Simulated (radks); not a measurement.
The numbers below are computed, except where a source is named.
Ionisation of Ga, [Ar] 3d10 4s2 4p1, to Ga+, [Ar] 3d10 4s2, under several functionals. Scalar-relativistic Kohn-Sham, spin-unpolarised, spherical densities, finite nucleus; a radial shooting solver on a logarithmic mesh with Libxc functionals.

| functional | E(Ga) (hartree) | Exc (hartree) | IE (eV) | -e(HOMO) (eV) | <r> HOMO (bohr) | IE error (eV) |
|---|---|---|---|---|---|---|
| PW91 | -1944.37837 | -75.92934 | 5.747 | 2.619 | 3.422 | -0.252 |
| RPBE | -1944.14545 | -75.69042 | 5.632 | 2.542 | 3.473 | -0.367 |
| exchange-only r2SCAN | -1942.75604 | -74.25200 | 4.791 | 1.853 | 3.474 | -1.209 |

NIST Atomic Spectra Database: 5.999 eV (measured). Closest: PW91. The Delta-SCF values span 0.96 eV, the total energies 1.62 hartree. The highest occupied level is 4p. Spin polarisation and multiplet splitting are left out, so open shells lie too high by an amount that depends on their filling.

Beside tabulated values, note that spin-unpolarised runs miss the spin-polarisation part of the exchange energy of open shells.
